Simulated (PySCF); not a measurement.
# `InChI=1S/C5H7NSe/c1-5(7-2)3-4-6/h1,3H2,2H3`

Cartesian coordinates in Å; atom numbers follow the order of the lines, from 1:
```xyz
14

C    -0.051   -1.208    0.051
C    -0.365    0.074   -0.037
C    -1.772    0.610   -0.149
C    -2.776   -0.393    0.092
N    -3.574   -1.188    0.286
Se    0.917    1.510   -0.060
C     2.596    0.535    0.037
H    -0.816   -1.968    0.059
H     0.965   -1.553    0.121
H    -1.912    1.426    0.570
H    -1.924    1.025   -1.153
H     2.686   -0.123   -0.824
H     2.638   -0.026    0.967
H     3.388    1.279    0.018
```

The calculation used GIAO KT3/pcSseg-1 magnetisability, rotational g tensor and spin-rotation constants, non-relativistic, gas phase in PySCF. Geometry: GFN2-xTB.

The calculation is non-relativistic, which matters for the atoms heavier than Zn.

(1) Give the nuclear spin-rotation constants along the inertial axes (H = +C I·J) beside the isotropic shieldings.

(2) How do the rotational constants and the g tensor change when H8, H9, H10, H11, H12, H13, H14 are replaced by deuterium?

## Answers

(1) Rotational constants 5.2331, 0.8636, 0.7502 GHz. A star marks the isotopologue with that one atom substituted, in its own axes.
| atom | isotope | Caa (kHz) | Cbb (kHz) | Ccc (kHz) | mean (kHz) | σ (ppm) |
| --- | --- | --- | --- | --- | --- | --- |
| N5 | 14N | 0.237 | 0.166 | 0.163 | 0.188 | -16.2 |
| H8 | 1H | 0.360 | -0.055 | -0.088 | 0.072 | 25.6 |
| H9 | 1H | -0.023 | -0.009 | -0.090 | -0.041 | 26.9 |
| H10 | 1H | -0.552 | -0.028 | -0.029 | -0.203 | 28.6 |
| H11 | 1H | -0.563 | -0.061 | 0.004 | -0.207 | 28.4 |
| H12 | 1H | -0.491 | -0.060 | -0.015 | -0.189 | 29.4 |
| H13 | 1H | -0.477 | -0.058 | -0.019 | -0.185 | 29.3 |
| H14 | 1H | 0.082 | -0.082 | -0.086 | -0.029 | 29.8 |
| C1 | 13C* | 2.091 | 0.259 | 0.095 | 0.815 | 80.3 |
| C2 | 13C* | 2.462 | 0.306 | 0.128 | 0.965 | 44.7 |
| C3 | 13C* | 0.754 | 0.134 | 0.127 | 0.339 | 158.7 |
| C4 | 13C* | 0.289 | 0.317 | 0.311 | 0.306 | 77.6 |
| Se6 | 77Se* | 6.359 | 2.009 | 1.465 | 3.278 | 1442.6 |
| C7 | 13C* | 0.742 | 0.116 | 0.111 | 0.323 | 168.4 |

For the geometry as given, no vibrational averaging.

(2) Constants 4.2139, 0.8195, 0.7000 GHz; g -0.0250, -0.0134, -0.0067, against -0.0304, -0.0142, -0.0071 before.
